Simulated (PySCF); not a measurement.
# Frontier orbitals and the lowest excitations

Compound: C₆H₉NO.
Geometry (GFN2-xTB, Å), atoms numbered from 1 in this order:
```xyz
17
C6H9NO angstrom
C      3.185   -0.987    0.206
C      1.845   -0.450    0.123
C      0.739    0.004    0.027
C     -0.612    0.539   -0.045
C     -0.789    1.696    0.942
N     -1.582   -0.515    0.223
C     -2.585   -0.805   -0.621
O     -2.803   -0.250   -1.668
H      3.309   -1.787   -0.522
H      3.912   -0.203   -0.004
H      3.370   -1.382    1.205
H     -0.819    0.881   -1.067
H     -1.798    2.094    0.869
H     -0.079    2.487    0.716
H     -0.614    1.353    1.960
H     -1.471   -1.031    1.081
H     -3.215   -1.632   -0.240
```

Computed, not measured: TDDFT CAM-B3LYP/def2-SVPD, vertical, gas phase, core orbitals frozen in the response (PySCF 2.14.0, density-fitted response routines).

Kohn–Sham orbitals with the atoms that hold most of them (Löwdin shares over 4%, at most four atoms; ? is withheld):

| orbital | ε (eV) | atoms |
| --- | --- | --- |
| LUMO+2 | 1.64 | C7 27%, O8 18%, N6 11%, H17 8% |
| LUMO+1 | 1.50 | C1 24%, H16 12%, C7 11%, H10 8% |
| LUMO | 1.01 | C2 14%, C1 14%, H16 12%, C3 10% |
| HOMO | ? | ? |
| HOMO-1 | -8.98 | ? |
| HOMO-2 | -9.08 | O8 50%, N6 22%, C7 12%, H17 4% |
| HOMO-3 | -9.56 | O8 23%, C3 21%, C2 18%, N6 14% |

Problem. Which atoms hold the HOMO, and with what shares?

Solution. O8 (bonded to C) 24%; C2 (bonded to 2 C) 20%; C3 (bonded to 2 C) 19%; N6 (bonded to 2 C and H) 13%. By element: carbon 40% or more, oxygen 24%, nitrogen 13%.

Problem. Give the leading atoms of the HOMO-1.

Solution. C3 (bonded to 2 C) 36%; C2 (bonded to 2 C) 36%; C1 (bonded to C and 3 H) 8%; C4 (bonded to 2 C, N and H) 4%.

Problem. What is the HOMO energy, and the HOMO–LUMO gap?

Solution. ε(HOMO) = -8.69 eV; the gap is 9.70 eV (0.3564 hartree).

Problem. How does S1 compare with the orbital gap of 9.70 eV?

Solution. S1 is at 5.82 eV (f = 0.0011), 3.88 eV below the gap, made of HOMO-2→LUMO+2 (35%), HOMO→LUMO+2 (24%), HOMO-2→LUMO+3 (9%). Its leading pair isn't HOMO and LUMO; the energies of that pair differ by 10.72 eV. Without the coupling terms of the response equations the lowest excitation would equal the gap.

Next come S2 at 6.58 eV (f 0.0015), HOMO-1→LUMO+4 (25%), HOMO-1→LUMO+2 (14%), HOMO-1→LUMO+3 (10%); S3 at 6.81 eV (f 0.011), HOMO→LUMO (70%); S4 at 6.87 eV (f 0.030), HOMO→LUMO+2 (14%), HOMO-1→LUMO (12%), HOMO-1→LUMO+3 (11%); S5 at 6.97 eV (f 0.0081), HOMO-1→LUMO (17%), HOMO→LUMO+6 (11%), HOMO→LUMO+3 (8%).

One conformer stands for the species.
